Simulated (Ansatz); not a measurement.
Calculated with Ansatz (gas phase, PBE0-D4/def2-TZVP geometries, no zero-point term in ΔE). CCSD(T)/CBS is the MP2 limit (def2-TZVPP, def2-QZVPP) plus CCSD(T) − MP2 in def2-TZVPP, frozen cores. This one scheme is used for every species, atoms too. Open shells (•) are unrestricted, without spin–orbit coupling. Spin–orbit coupling would lower the free atoms: a little for C, Cl, F, Si. Each species was taken in one conformer, which may not be the lowest.

`FCC[SiH2]Cl` → 2 C• + Cl• + F• + 6 H• + Si•  (atomization)

```tsv
species	MP2/def2-QZVPP energy (Eh)
`FCC[SiH2]Cl`	-928.26577
C•	-37.76525
Cl•	-459.66556
F•	-99.63608
H•	-0.49998
Si•	-288.91898
```

Problem. Work out ΔE.

Solution. ΔE = 6 × (-0.49998) + 2 × (-37.76525) + (-459.66556) + (-99.63608) + (-288.91898) − (-928.26577) = 1.51477 Eh = +3977.0 kJ/mol. CCSD(T)/CBS gives +3960.0 kJ/mol.

Largest T1 diagnostic among the species: 0.012.

The D4 term adds +37.9 kJ/mol with B3LYP and +19.9 kJ/mol with PBE0; it sums over pairs of atoms, weighted by their polarisabilities, and B3LYP, whose exchange is more repulsive, gets the larger term. In def2-TZVPP, CCSD(T) changes the Hartree–Fock value by +891.9 kJ/mol (the triples alone add +50.7 kJ/mol) and MP2 by +949.7 kJ/mol; breaking electron pairs costs correlation energy, which Hartree–Fock lacks. From PBE to PBE0 (25 % exact exchange), in def2-TZVPP and without D4, ΔE moves by −45.8 kJ/mol: exact exchange takes away binding that semilocal exchange gives to molecules.

B3LYP here is the variant with VWN-RPA as its local correlation; programs differ in this.

For atomizations the MP2-based limit and the directly extrapolated one differ by several kJ/mol either way, and by 10 to 25 for some Ge, Se and Sn compounds, so smaller differences from it don't rank the levels.
